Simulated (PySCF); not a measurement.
Ga(F)(Br)(Me) (CH3BrFGa), SMILES [CH3][Ga]([F])[Br]. Atoms are numbered in the order given.

```xyz
7

Ga     0.0608     0.7470     0.0000
F      1.7298     1.3037     0.0000
Br    -0.1145    -1.5432     0.0000
C     -1.4051     2.0400     0.0000
H     -2.3761     1.5273     0.0000
H     -1.3189     2.6770     0.8932
H     -1.3189     2.6770    -0.8932
```
Charge 0, spin multiplicity 1.

The structure is a stationary point at B3LYP-D3(BJ)/def2-SVP.

Calculation: r2SCAN/def2-TZVP (PySCF).

Symmetry labels are those of the subgroup Cs that the program uses (full group Cs).

Computed valence orbital energies around the gap with their symmetry:
```json
[
 {"orbital": "HOMO−7", "symmetry": "A'", "energy (eV)": "-10.96"},
 {"orbital": "HOMO−6", "symmetry": "A\"", "energy (eV)": "-10.91"},
 {"orbital": "HOMO−5", "symmetry": "A'", "energy (eV)": "-9.64"},
 {"orbital": "HOMO−4", "symmetry": "A'", "energy (eV)": "-9.56"},
 {"orbital": "HOMO−3", "symmetry": "A\"", "energy (eV)": "-9.50"},
 {"orbital": "HOMO−2", "symmetry": "A'", "energy (eV)": "-8.21"},
 {"orbital": "HOMO−1", "symmetry": "A\"", "energy (eV)": "-7.81"},
 {"orbital": "HOMO", "symmetry": "A'", "energy (eV)": "-7.53"},
 {"orbital": "LUMO", "symmetry": "A\"", "energy (eV)": "-1.64"},
 {"orbital": "LUMO+1", "symmetry": "A'", "energy (eV)": "-1.58"},
 {"orbital": "LUMO+2", "symmetry": "A'", "energy (eV)": "1.13"},
 {"orbital": "LUMO+3", "symmetry": "A'", "energy (eV)": "1.28"}
]
```
